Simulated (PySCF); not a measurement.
**Field gradients at the hydrogen positions**

Compound: C6H6Si.
Structure used (GFN2-xTB), in Å, numbered top down from 1:
```
atom  x, y, z in Å
C1     3.174    0.341   -0.330
C2     1.983    0.176   -0.271
C3     0.602    0.014   -0.151
C4    -0.175   -0.635   -1.045
C5    -1.588   -0.693   -0.737
C6    -1.981   -0.099    0.400
Si7   -0.491    0.656    1.270
H8     4.212    0.474   -0.400
H9     0.208   -1.094   -1.945
H10   -2.259   -1.200   -1.418
H11   -3.011   -0.087    0.717
H12   -0.514    2.117    1.340
H13   -0.163    0.031    2.551
```

Level: PBE0/pcSseg-1 (PySCF, non-relativistic); Q(2H) = 0.00286 b; rigid geometry, the same for H and D, with no vibrational averaging.

Question: Rank these positions by the coupling χzz of a deuteron there, largest first.
A. H12 (Si–H hydrogen)
B. H10 (vinylic hydrogen)
C. H11 (vinylic hydrogen)
D. H8 (alkyne hydrogen)

Answer: D (268 kHz), C (229 kHz), B (218 kHz), A (110 kHz).

Tabulate Vzz, the asymmetry η and χzz = 234.96 MHz × Q × Vzz for every hydrogen position.

```csv
atom,bonded to,bond length (Å),Vzz (au),η,χzz (kHz)
H8,C1,1.049,0.3984,0.00,268
H9,C4,1.081,0.3238,0.05,218
H10,C5,1.082,0.3245,0.04,218
H11,C6,1.077,0.3411,0.03,229
H12,Si7,1.463,0.1631,0.01,110
H13,Si7,1.463,0.1631,0.01,110
```

Average by the element that carries the hydrogen.

on C: 233 kHz over 4 positions, mean bond length 1.072 Å; on Si: 110 kHz over 2 positions, mean bond length 1.463 Å.

Geometry: GFN2-xTB; no solvent, vibrations or thermal averaging. GFN2-xTB bond lengths can be off by several hundredths of an ångström, more for odd bonds, and the gradients follow them. These gradients aren't converged with respect to the basis.
